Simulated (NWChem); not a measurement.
The numbers come from NWChem runs, not from measurements. System: SSn, charge 0, spin multiplicity 1, at a geometry optimised with PBE0/def2-SVP with def2 effective core potentials on Sn. The structure started from a generated list of species. Level: MP2/def2-TZVP with def2 effective core potentials on Sn, 9 core orbitals frozen.

Input file:

```
start mol
memory heap 200 mb stack 900 mb global 1100 mb
geometry units angstroms nocenter noautoz
  Sn     0.000000     0.000000     0.538800
  S      0.000000     0.000000    -1.683750
  symmetry group C2v
end
basis spherical
  * library def2-tzvp
end
ecp
  Sn library def2-ecp
end
scf
  rhf
  nopen 0
  maxiter 100
  thresh 1e-7
  semidirect memsize 60000000 filesize 0
end
mp2
  freeze core 9
end
task mp2 energy
```

Output (cleaned and shortened):

```
             Northwest Computational Chemistry Package (NWChem) 7.3.0
             --------------------------------------------------------

                                NWChem Input Module
                                -------------------

 Scaling coordinates for geometry "geometry" by  1.889725989
 (inverse scale =  0.529177249)

 Turning off AUTOSYM since
 SYMMETRY directive was detected!

                             Geometry "geometry" -> ""
                             -------------------------

 Output coordinates in angstroms (scale by  1.889725989 to convert to a.u.)

  No.       Tag          Charge          X              Y              Z
 ---- ---------------- ---------- -------------- -------------- --------------
    1 Sn                  50.0000     0.00000000     0.00000000     0.53880000
    2 S                   16.0000     0.00000000     0.00000000    -1.68375000

 Effective nuclear repulsion energy (a.u.)     190.4757144720

            Nuclear Dipole moment (a.u.)
            ----------------------------
        X                 Y               Z
 ---------------- ---------------- ----------------
     0.0000000000     0.0000000000    -0.0000000000

      Symmetry information
      --------------------

 Group name             C2v
 Group number             16
 Group order               4
 No. of unique centers     2

      Symmetry unique atoms

     1    2


 Summary of "ao basis" -> "" (spherical)
 ------------------------------------------------------------------------------
       Tag                 Description            Shells   Functions and Types
 ---------------- ------------------------------  ------  ---------------------
 *                         def2-tzvp                  on all atoms

 Summary of "ao basis" -> "ao basis" (spherical)
 ------------------------------------------------------------------------------
       Tag                 Description            Shells   Functions and Types
 ---------------- ------------------------------  ------  ---------------------
 Sn                        def2-tzvp                16       50   6s5p3d2f
[...]
     1   1 0 0      0.000000      0.000000      0.000000
     1   0 1 0      0.000000      0.000000      0.000000
     1   0 0 1      1.677232      0.000000    -28.509162

     2   2 0 0    -27.201432      0.000000      0.000000
     2   1 1 0     -0.000000      0.000000      0.000000
     2   1 0 1      0.000000      0.000000      0.000000
     2   0 2 0    -27.201432      0.000000      0.000000
     2   0 1 1     -0.000000      0.000000      0.000000
     2   0 0 2    -32.696987      0.000000    184.791667

                   NWChem MP2 Semi-direct Energy/Gradient Module
                   ---------------------------------------------

  Basis functions       =     87
  Molecular orbitals    =     87
  Frozen core           =      9
  Frozen virtuals       =      0
  Active alpha occupied =     10
  Active beta occupied  =     10
  Active alpha virtual  =     68
  Active beta virtual   =     68
  Use MO symmetry       = T
  Use skeleton AO sym   = T

  AO/Fock/Back tols     =   1.0D-09  1.0D-09  1.0D-09

 GA uses MA = F    GA memory limited = T

 Available:
  local mem=  1.26D+08
 global mem=  1.44D+08
 local disk=  0.00D+00
  mp2_memr nvloc                    68
  nvloc new                    68
   1 passes of  10:        4194304                      49427                   8747758.
   1 passes of  10: M    126138050           G      144164062           F     121943746.

 Semi-direct pass number   1 of   1  for RHF alpha+beta  at        1.3s
  vrange nnbf                  3778
  mp2_eaftype                    33  avail_ma_in_mb                  1099
 EAF : mp2_eaftype filesize          33    4373879.
  mp2_eaf for mointskh                     33
Node 0 wrote     20.6 Mb in      0.0 s     Agg I/O rate:  2909.3 Mb/s
 Done moints_semi at        4.4s
  mp2_eaftype                    33  avail_ma_in_mb                  1066
 EAF : mp2_eaftype filesize          33    4373879.
  mp2_eaf for kh                    33
 Done maket at        4.5s
 Done multipass loop at        4.5s

          -------------------------------------------
          SCF energy                -610.937114420790
          Correlation energy          -0.469272157921
          Singlet pairs               -0.245902183452
          Triplet pairs               -0.223369974469
          Total MP2 energy          -611.406386578711
          -------------------------------------------

          ---------------------------------------------------
                    Spin Component Scaled (SCS) MP2
          Same spin pairs                     -0.148913316313
          Same spin scaling factor             0.333333333333
          Opposite spin pairs                 -0.320358841608
          Opposite spin scaling fact.          1.200000000000
          SCS-MP2 correlation energy          -0.434068382034
          Total SCS-MP2 energy              -611.371182802824
          ---------------------------------------------------

 -----------------------
 Performance information
 -----------------------

 Timer overhead =  1.39D-07 seconds/call

               Nr. of calls         CPU time (s)                 Wall time (s)                GFlops
             ---------------    -------------------     ------------------------------   -------------------
Name         Min   Avg   Max    Min     Avg     Max     Min     Avg     Max   Mx/calls   Min     Max     Sum
mp2: moin     1     1     1    3.1     3.1     3.1      3.1     3.1     3.1     3.1      0.0     0.0     0.0
mp2: make     1     1     1   6.65E-2 6.65E-2 6.65E-2  6.65E-2 6.65E-2 6.65E-2 6.65E-2   0.0     0.0     0.0
mp2: tota     1     1     1    3.3     3.3     3.3      3.3     3.3     3.3     3.3      0.0     0.0     0.0

 The average no. of pstat calls per process was 3.00D+00
 with a timing overhead of 4.18D-07s

 Task  times  cpu:        4.4s     wall:        4.4s

 Total times  cpu:        4.5s     wall:        4.5s
```
